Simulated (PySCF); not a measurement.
C3H6N2Si, SMILES C1=NC[SiH2]N=C1. Atoms are numbered in the order given.

```xyz
12

C      1.1609    -1.1874     0.1008
N     -0.0158    -1.6736     0.1618
C     -1.1888    -0.8457    -0.1412
Si    -0.9260     1.0182     0.1244
N      0.8028     1.2519    -0.1882
C      1.5639     0.2305    -0.1841
H      1.9988    -1.8779     0.2935
H     -2.0543    -1.2657     0.3970
H     -1.4212    -1.0096    -1.2116
H     -1.7172     1.8324    -0.8358
H     -1.2168     1.4717     1.5143
H      2.6497     0.3614    -0.3678
```

Geometry optimised at B3LYP-D3(BJ)/def2-SVP. This is a generated structure with no PubChem entry under its InChIKey; it may be hypothetical. One conformer was computed; it need not be the lowest.

These are B3LYP/pcSseg-1 (PySCF) values and carry that method's errors.

GIAO shieldings, no solvent; atoms listed in one row are averaged. δ = σ(ref) − σ: ¹³C against TMS (σ = 181.3 ppm); ¹⁵N against NH3 (σ = 265.5 ppm); ²⁹Si against TMS (σ = 338.7 ppm); ¹H against TMS (σ = 31.68 ppm), references at their B3LYP-D3(BJ)/def2-TZVP geometries, non-relativistic.

Computed chemical shifts:
```json
[
 {"nucleus": "¹³C", "atoms": "C6", "count": "1", "δ (ppm)": "172.9"},
 {"nucleus": "¹³C", "atoms": "C1", "count": "1", "δ (ppm)": "160.8"},
 {"nucleus": "¹³C", "atoms": "C3", "count": "1", "δ (ppm)": "38.8"},
 {"nucleus": "¹⁵N", "atoms": "N2", "count": "1", "δ (ppm)": "415.4"},
 {"nucleus": "¹⁵N", "atoms": "N5", "count": "1", "δ (ppm)": "391.9"},
 {"nucleus": "²⁹Si", "atoms": "Si4", "count": "1", "δ (ppm)": "-52.0"},
 {"nucleus": "¹H", "atoms": "H12", "count": "1", "δ (ppm)": "8.69"},
 {"nucleus": "¹H", "atoms": "H7", "count": "1", "δ (ppm)": "8.06"},
 {"nucleus": "¹H", "atoms": "H10", "count": "1", "δ (ppm)": "5.10"},
 {"nucleus": "¹H", "atoms": "H11", "count": "1", "δ (ppm)": "4.99"},
 {"nucleus": "¹H", "atoms": "H8", "count": "1", "δ (ppm)": "4.14"},
 {"nucleus": "¹H", "atoms": "H9", "count": "1", "δ (ppm)": "3.53"}
]
```
